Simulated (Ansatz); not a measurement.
The cluster TaSi₃⁻ (the lowest singlet isomer of a short search) was relaxed with PBE-D4 (def2-SVPD) in Ansatz in these states: charge -1 quintet, charge -1 triplet. The geometries follow in no particular order.

In the def2 sets Ta takes a core potential; there is no spin–orbit coupling.

A:

```xyz
4

Ta    0.281   -1.352   -0.581
Si   -1.280    0.488   -0.695
Si    1.042    1.071   -0.245
Si   -0.044   -0.207    1.521
```

B:

Cartesian coordinates in Å:
```
Ta -1.225 -0.323 -1.763
Si -0.227 1.170 0.012
Si 1.157 0.306 1.675
Si 0.296 -1.153 0.075
```

Judge from the bond lengths which geometry belongs to which state (an estimate).

A is the charge -1 triplet (Ta1–Si3 2.562 Å, Si2–Si4 2.631 Å, Ta1–Si2 2.416 Å); B is the charge -1 quintet (Ta1–Si3 4.229 Å, Si2–Si4 2.382 Å, Ta1–Si2 2.525 Å).

At PBE-D4/def2-SVPD the highest occupied level of the charge -1 triplet lies above zero (up to 0.70 eV). It is a level of α spin, whose loss leaves a doublet; that state wasn't run at this geometry and level. The electron is either unbound and held by the finite basis, or the level is raised by self-interaction error. At PBE-D4/def2-SVPD the highest occupied level of the charge -1 quintet lies above zero (up to 0.67 eV). It is a level of α spin, whose loss leaves a quartet; that state wasn't run at this geometry and level. The electron is either unbound and held by the finite basis, or the level is raised by self-interaction error. At PBE0-D4/def2-TZVPD a triplet lies 0.59 eV below the charge -1 quintet. These are the stationary points nearest to one start from a short search; other shapes may lie lower in each state.
